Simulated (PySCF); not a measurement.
Species: C11H12F (charge +1).
Numbering: `[F:1][c+:2]1[cH:3][cH:4][cH:5][cH:6][cH:7][c:8]1[CH:9]1[CH2:10][CH2:11][CH2:12]1` (hydrogens: H13 on C3; H14 on C4; H15 on C5; H16 on C6; H17 on C7; H18 on C9; H19, H20 on C10; H21, H22 on C11; H23, H24 on C12)

Computed, not measured: PySCF, PBE0-D3(BJ)/def2-SVP geometry optimisation, gas phase.

Problem. Give the optimised bond lengths and angles.

Solution. 
```csv
bond,length (Å)
F1–C2,1.313
C2–C3,1.395
C3–C4,1.390
C4–C5,1.394
C5–C6,1.393
C6–C7,1.395
C7–C8,1.403
C8–C9,1.491
"C9–C10, C9–C12",1.564
"C10–C11, C11–C12",1.540
C2–C8,1.416
C3–H13,1.095
C4–H14,1.094
C5–H15,1.094
C6–H16,1.094
C7–H17,1.094
C9–H18,1.094
"C10–H19, C12–H24",1.100
"C10–H20, C12–H23",1.098
C11–H21,1.098
C11–H22,1.100
```

Bonds in one row agree within 0.01 Å and their mean is given. A selection of angles:
```csv
angle,degrees
F1–C2–C3,113.6
F1–C2–C8,115.7
C3–C2–C8,130.7
C2–C3–C4,129.5
C3–C4–C5,128.3
C4–C5–C6,127.3
C5–C6–C7,129.2
C6–C7–C8,131.7
C7–C8–C9,118.2
C2–C8–C7,123.2
C2–C8–C9,118.5
C8–C9–C10,116.6
C8–C9–C12,115.5
C10–C9–C12,88.3
C9–C10–C11,90.9
C10–C11–C12,90.1
```

Dihedral angles: C7–C8–C9–C10 -47° (synclinal); C8–C9–C10–C11 118° (anticlinal); C9–C10–C11–C12 0° (synperiplanar); C10–C11–C12–C9 0° (synperiplanar); C8–C9–C12–C11 -119° (anticlinal). The mirror-image conformer, all signs reversed, is as good.

The 4-membered ring C9–C10–C11–C12 has internal angles of 88.3° to 90.9°; it is planar, 0.00 Å rms from its mean plane, widest ring torsion 0°. C3 (aromatic CH carbon) is planar (angles 129.5°, 117.1° and 113.4°, sum 360.0°, 0.00 Å off the plane of its three neighbours). C5 (aromatic CH carbon) is planar (angles 127.3°, 116.4° and 116.3°, sum 360.0°, 0.00 Å off the plane of its three neighbours). C6 (aromatic CH carbon) is planar (angles 129.2°, 115.7° and 115.1°, sum 360.0°, 0.00 Å off the plane of its three neighbours). C8 (substituted aromatic carbon) is planar (angles 123.2°, 118.5° and 118.2°, sum 360.0°, 0.01 Å off the plane of its three neighbours). C7 (aromatic CH carbon) is planar (angles 131.7°, 114.1° and 114.1°, sum 360.0°, 0.00 Å off the plane of its three neighbours). The C–C distances run from 1.390 Å (C3–C4, aromatic) to 1.566 Å (C9–C12, drawn single), a spread of 0.176 Å.

Point group: near Cs, missed by 0.17 Å at most; the miss may be what the optimiser left on a soft mode. Not checked by PBE0-D3(BJ)/def2-SVP frequencies.

Time: 8.5 min wall, 17 min CPU; peak memory 1.2 GiB. Hardware: Intel Xeon at 2.50 GHz, 2 threads, on a shared host. This is the geometry optimisation.
